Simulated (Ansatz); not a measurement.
A structure relaxed at PBE0-D4/def2-TZVP, charge 0, multiplicity 1:

```tsv
atom	x (Å)	y (Å)	z (Å)
B1	-1.933	0.786	0.034
O2	-0.366	1.009	0.160
C3	0.471	0.112	0.046
C4	0.069	-1.284	-0.226
C5	1.906	0.464	0.188
H6	-2.410	1.877	0.203
H7	-2.216	-0.023	0.898
H8	-2.107	0.332	-1.082
H9	-0.529	-1.298	-1.143
H10	0.921	-1.956	-0.300
H11	-0.621	-1.603	0.561
H12	2.346	-0.125	0.999
H13	2.441	0.184	-0.724
H14	2.029	1.526	0.386
```

Question: Give its formula and SMILES.

Answer: C3H9BO, `[BH3-][O+]=C(C)C`.

Question: Point group (tolerance 0.08 Å, 0.16 Å for H)?

Answer: Cs.

Question: Summarise the bond lengths by kind.

Answer: 1 × B–O 1.588 Å; 3 × B–H 1.203 to 1.217 Å; 1 × C–O 1.233 Å; 2 × C–C 1.477 to 1.484 Å; 6 × C–H 1.088 to 1.095 Å.

All numbers were calculated with Ansatz.
